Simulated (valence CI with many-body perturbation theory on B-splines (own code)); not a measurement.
# Valence orbitals of Ru¹³⁺

Calculated by relativistic CI+MBPT: three valence electrons over a frozen Dirac-Fock core [Ar] 3d10, radial functions for each j: 11 s, 11 p, 10 d, 8 f, 5 g, 2 h, with the one-electron correlation potential Σ1, the two-electron term Σ2, the three-electron term Σ3, Breit, model QED; selected CI, second order for the rest, scaled by the run's own slope (own B-spline code, finite nucleus).

No measured spectrum was set against this ion. As an estimate, levels hold to about 250 cm⁻¹ or 0.2 % of their energy and the worst to 1 %, as in measured heavy ions of charge 2 to 7; those with d or f electrons hold less well.

These are the spectroscopic orbitals of the CI (the correlating ones are not listed), shaped by the core and the other valence electrons. h is the expectation value of the core's Dirac-Fock operator, without the valence repulsion; Σ1 is computed up to l = 3 at one energy for each symmetry, that of its lowest orbital but kept below the first core excitation, so for empty shells it is not the orbital's own correlation shift; Breit and QED include the response of the core.

```
Orbital  h (hartree)  Σ1 (cm⁻¹)  Breit (cm⁻¹)  QED (cm⁻¹)  ⟨r⟩ (bohr)
  4s1/2      -13.777     -10993          1088         855      0.9128
  5s1/2      -7.7154      -3420           432         340       1.646
  6s1/2      -4.9424      -1534           210         166       2.602
  7s1/2      -3.4394       -837           120        94.8       3.766
  8s1/2      -2.5319       -511          74.7        59.2       5.144
  9s1/2      -1.9417       -335          49.7        39.4       6.736
  4p1/2      -12.558     -10366          1662       -50.6      0.9471
  5p1/2      -7.1691      -3303           660       -19.9       1.728
  6p1/2      -4.6562      -1555           337       -10.1       2.716
  7p1/2      -3.2707       -869           196        -5.9       3.917
  8p1/2      -2.4241       -537           124        -3.7       5.331
  9p1/2      -1.8688       -357          83.5        -2.5       6.960
  4p3/2      -12.362      -9804          1032        28.9      0.9637
  5p3/2      -7.0853      -3177           411        11.5       1.749
  6p3/2      -4.6124      -1506           218         5.9       2.743
  7p3/2      -3.2449       -844           127         3.4       3.949
  8p3/2      -2.4077       -524          80.3         2.2       5.369
  9p3/2      -1.8576       -348          54.1         1.5       7.003
  4d3/2      -10.372      -8692           476       -47.0       1.037
  5d3/2      -6.1993      -3131           209       -20.0       1.896
  6d3/2       -4.141      -1575           114       -10.7       2.957
  7d3/2      -2.9639       -914          68.5        -6.4       4.231
  8d3/2      -2.2267       -580          44.4        -4.1       5.718
  4d5/2      -10.337      -8560           228       -26.5       1.041
  5d5/2      -6.1834      -3090          98.1       -11.3       1.902
  6d5/2      -4.1323      -1555          53.2        -6.0       2.963
  7d5/2      -2.9587       -903          31.9        -3.6       4.238
  8d5/2      -2.2233       -574          20.6        -2.3       5.728
  4f5/2      -8.3151      -6871          46.2        -9.6       1.121
  5f5/2      -5.3023      -2692          27.4        -5.9       2.054
  6f5/2      -3.6615      -1376          16.3        -3.6       3.193
  7f5/2      -2.6762       -807          10.3        -2.3       4.546
  4f7/2      -8.3134      -6813         -25.7        -6.7       1.122
  5f7/2      -5.3009      -2661         -15.2        -4.3       2.055
  6f7/2      -3.6605      -1359          -9.1        -2.6       3.194
  7f7/2      -2.6755       -797          -5.8        -1.7       4.548
  5g7/2      -5.0659                     -0.2        -0.5       1.933
  6g7/2        -3.52                     -0.2        -0.3       3.099
  7g7/2      -2.5857                     -0.1        -0.2       4.483
  5g9/2      -5.0653                     -1.8         0.2       1.933
  6g9/2      -3.5196                     -1.7         0.1       3.100
  7g9/2      -2.5855                     -1.4         0.0       4.483
  6h9/2      -3.5022                                            2.781
 6h11/2       -3.502                                            2.781
```

Among the shells of the start configuration 4s2 4p1, Σ1 is largest in size for 4s1/2, where it is 0.36 % of h.

Lowest root of each symmetry, sizes in configuration state functions:

```
   J  Parity  Roots  Reference  Variational  Second order  Change by selected CI (cm⁻¹)  Change by second order (cm⁻¹)
 1/2    even     22         96        13322         30036                          -716                              0
 3/2    even     29        152        23290         52267                          -557                              0
 5/2    even     28        160        26492         73075                          -690                              0
 7/2    even     17        124        23264         73606                         -1414                             -1
 9/2    even      9         85        18820         64559                         -1616                             -2
11/2    even      2         41         7363         46865                         -2235                             -6
 1/2     odd     18         92        13225         25225                         -1686                              0
 3/2     odd     27        147        21365         49496                         -1658                              0
 5/2     odd     28        149        24920         65890                         -1342                             -1
 7/2     odd     21        120        23861         68949                         -1014                              0
 9/2     odd     10         71        16497         60649                          -929                             -1
11/2     odd      4         32        11234         54371                         -2913                             -4
```
